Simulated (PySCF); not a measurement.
Compound: C₆H₉FO₂.
Numbering: `[O:1]=[CH:2][C:3]1([F:4])[CH2:5][CH2:6][O:7][CH2:8][CH2:9]1`

Structure used (GFN2-xTB), in Å, numbered top down from 1:
```
atom  x, y, z in Å
O1     1.2710    1.0146    1.6426
C2     1.5839    0.9670    0.4876
C3     0.7798    0.3137   -0.6159
F4     1.5070    0.4908   -1.7922
C5     0.6038   -1.1939   -0.3864
C6    -0.4321   -1.4484    0.7120
O7    -1.6628   -0.8341    0.4156
C8    -1.5347    0.5648    0.3347
C9    -0.5917    0.9784   -0.7982
H10    2.5245    1.4134    0.1153
H11    1.5589   -1.6491   -0.1209
H12    0.2570   -1.6287   -1.3265
H13   -0.6398   -2.5172    0.7907
H14   -0.0483   -1.0828    1.6753
H15   -2.5391    0.9490    0.1481
H16   -1.1667    0.9663    1.2895
H17   -0.4844    2.0635   -0.8284
H18   -0.9950    0.6389   -1.7546
```

NICS is the negative of the GIAO shielding at a point without a nucleus: at the ring centre (0) and 1 Å above and below it (1); zz is the component along the ring normal. Level: GIAO PBE0/pcSseg-1 (PySCF, non-relativistic, gas phase) on the GFN2-xTB geometry, one conformer.

Ring bond lengths (Å), with Mayer bond orders in brackets: C3–C5 1.535 (1.00), C5–C6 1.531 (1.01), C6–O7 1.407 (0.93), O7–C8 1.407 (0.93), C8–C9 1.531 (1.01), C9–C3 1.535 (1.00).

Give the NICS values of each ring in ppm.

| ring | type | NICS(0) | NICS(1), two faces | NICS(1)zz, two faces | rms pucker (Å) | centre to ring atoms, mean (Å) |
| --- | --- | --- | --- | --- | --- | --- |
| C3–C5–C6–O7–C8–C9 | 6-membered ring with O; formal bonds all single | -3.3 | -1.8 / -2.0 | 1.6 / -2.1 | 0.23 | 1.44 |

What can be read from them?

- C3–C5–C6–O7–C8–C9: mean NICS(1)zz -0.2 ppm, near zero. C3, C5, C6, C8, C9 have four or more neighbours, so the value isn't read as a sign of a π ring current. The two faces differ by 3.7 ppm, so no symmetry operation interchanges them.

Rough CPU time on one thread of a shared machine: about 2.1 min (grids of density and orbitals included). This is the whole shielding run at PBE0/pcSseg-1, SCF included.
